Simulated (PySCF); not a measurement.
C2H7Si, SMILES C[SiH]C, multiplicity 2. Atoms are numbered in the order given.

```xyz
10

C      0.0420     0.4680    -1.5611
Si    -0.1336    -0.5752     0.0000
C      0.0420     0.4680     1.5611
H      1.0309     0.9570    -1.5918
H     -0.0594    -0.1501    -2.4659
H     -0.7267     1.2552    -1.5978
H      0.8765    -1.6869     0.0000
H      1.0309     0.9570     1.5918
H     -0.0594    -0.1501     2.4659
H     -0.7267     1.2552     1.5978
```
Charge 0, spin multiplicity 2.

The structure is a stationary point at PBE0-D3(BJ)/def2-SVP. The isomer is the one that the SMILES or the coordinates give; other isomers of the formula were not compared.

Two levels are set side by side: PBE/pcH-1 (PySCF) and PBE0/pcH-1 (PySCF). Contact hyperfine couplings, same geometry. Differences are taken from unrounded values.

| quantity | PBE0 |
|---|---|
| A(iso) of 13C, atom C1 (MHz) | 18.7 |
| A(iso) of 29Si, atom Si2 (MHz) | -465.0 |
| A(iso) of 13C, atom C3 (MHz) | 18.7 |
| A(iso) of 1H, atom H4 (MHz) | 60.0 |
| A(iso) of 1H, atom H5 (MHz) | 1.8 |
| A(iso) of 1H, atom H6 (MHz) | 4.1 |
| A(iso) of 1H, atom H7 (MHz) | 39.7 |
| A(iso) of 1H, atom H8 (MHz) | 60.0 |
| A(iso) of 1H, atom H9 (MHz) | 1.8 |
| A(iso) of 1H, atom H10 (MHz) | 4.1 |

Question: What does PBE give, and how far is it from PBE0? (Estimate from the structure and the level; the computed values follow.)

Answer: 
```tsv
quantity	PBE	PBE minus PBE0
A(iso) of 13C, atom C1 (MHz)	18.5	-0.2
A(iso) of 29Si, atom Si2 (MHz)	-432.5	32.4
A(iso) of 13C, atom C3 (MHz)	18.5	-0.2
A(iso) of 1H, atom H4 (MHz)	62.9	2.9
A(iso) of 1H, atom H5 (MHz)	2.1	0.3
A(iso) of 1H, atom H6 (MHz)	4.6	0.5
A(iso) of 1H, atom H7 (MHz)	41.1	1.4
A(iso) of 1H, atom H8 (MHz)	62.9	2.9
A(iso) of 1H, atom H9 (MHz)	2.1	0.3
A(iso) of 1H, atom H10 (MHz)	4.6	0.5
```

Rough cost on one machine, each run with all the roots and properties that it gave: PBE0 against PBE within a factor of 2.
